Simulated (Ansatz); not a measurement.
Ansatz (a quantum-chemistry and plane-wave program) input (CCSD(T)/def2-SVPD):

Ansatz 0.2 input:
```yaml
crystal:
  periodic: [false, false, false]
  atoms:
    - {symbol: Cu, position_ang: [-0.00000000, -0.00000000, -1.54839641]}
    - {symbol: I, position_ang: [0.00000000, 0.00000000, 0.84723577]}
basis:
  gaussian:
    orbitals: def2-SVPD
magnetization: {spin_polarized: false}
correlation: {method: ccsd_t, electrons: outside_noble_gas}
output: {forces: true}
```

Output:

```
Functional definition: HF
integrals: 0.05 GiB planned
805 factors; integrals over basis functions are off by at most 4.1e-4 eV
mean field: 0.26 GiB planned
mean field evaluation 1: about -52662.1031 eV, gradient 4.6e1 eV
mean field evaluation 2: about -52662.2007 eV, gradient 4.6e1 eV
mean field evaluation 4: about -52665.4621 eV, gradient 2.2e0 eV
mean field evaluation 8: about -52665.5416 eV, gradient 2.9e-1 eV
mean field evaluation 16: about -52662.1031 eV, gradient 4.6e1 eV
mean field -52665.54281550 eV, -1935.4230004825 hartree, gradient 1.9e-6 eV, S^2 0.000000; 0 other end points of the search recorded, 0 dependent functions left out
18 core orbitals not correlated
reference -52665.54281550 eV, -1935.4230004825 hartree; 9, 9 occupied and 42, 42 virtual orbitals, 805 factors
densities: 0.16 GiB planned
second order -10.95819027 eV of doubles, -0.00000000 eV of singles
coupled cluster: 0.13 GiB planned
cycle   1  -9.76847383 eV  change     1.2e0 eV  update   1.3e-1
cycle   2  -10.22684039 eV  change   -4.6e-1 eV  update   6.4e-2
cycle   3  -10.29346296 eV  change   -6.7e-2 eV  update   2.3e-2
cycle   4  -10.28660345 eV  change    6.9e-3 eV  update   1.2e-2
cycle   5  -10.27709714 eV  change    9.5e-3 eV  update   7.3e-3
cycle   6  -10.27910817 eV  change   -2.0e-3 eV  update   4.0e-3
cycle   7  -10.28176256 eV  change   -2.7e-3 eV  update   2.5e-3
cycle   8  -10.28181615 eV  change   -5.4e-5 eV  update   1.1e-3
cycle   9  -10.28188436 eV  change   -6.8e-5 eV  update   4.4e-4
cycle  10  -10.28211588 eV  change   -2.3e-4 eV  update   1.6e-4
cycle  11  -10.28196779 eV  change    1.5e-4 eV  update   8.4e-5
cycle  12  -10.28191449 eV  change    5.3e-5 eV  update   3.0e-5
cycle  13  -10.28193398 eV  change   -1.9e-5 eV  update   1.7e-5
cycle  14  -10.28194234 eV  change   -8.4e-6 eV  update   7.8e-6
cycle  15  -10.28193625 eV  change    6.1e-6 eV  update   3.6e-6
perturbative correction -0.42310311 eV, -0.0155487526 hartree
the calculation of the forces begins
Total energy: -52676.24785486 eV, -1935.8164034229 hartree
Atom 0 at    -0.000000    -0.000000    -1.548396 Å, force    -0.000000     0.000000    -0.272064 eV/Å
Atom 1 at     0.000000     0.000000     0.847236 Å, force     0.000000     0.000000     0.272064 eV/Å
Dipole moment:    -0.000000    -0.000000    -1.189402 e Å
```
